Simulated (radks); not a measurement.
Coulomb parameter of the 4d shell of neutral ruthenium in the model configuration [Kr] 4d6.5 5s1.5, as a second difference U = [E(n + 0.5) + E(n - 0.5) - 2 E(n)] / (0.5)^2 with all orbitals relaxed. "Bare": the charge of the atom changes with n. "Screened": the 5s shell takes up the change at fixed total charge, which measures U(4d,4d) + U(5s,5s) - 2 U(4d,5s). All-electron calculation, Dirac Kohn-Sham, PBE, spin-unpolarised, spherical densities, finite nucleus; open shells are shared between the two j in proportion to 2j + 1; Fermi nuclear charge, rms radius 4.4809 fm. Program: a radial shooting solver on a logarithmic mesh with Libxc functionals.

| case | configuration | E - E(n) (eV) |
|---|---|---|
| start | [Kr] 4d6.5 5s1.5 | 0.000 |
| bare +0.5 | [Kr] 4d7 5s1.5 | -2.084 |
| bare -0.5 | [Kr] 4d6 5s1.5 | 4.422 |
| screened +0.5 | [Kr] 4d7 5s1 | -0.660 |
| screened -0.5 | [Kr] 4d6 5s2 | 1.040 |

U(bare) = 9.355 eV, U(screened by 5s) = 1.520 eV. The step up makes a negative ion, whose loosely bound charge lowers the bare value.
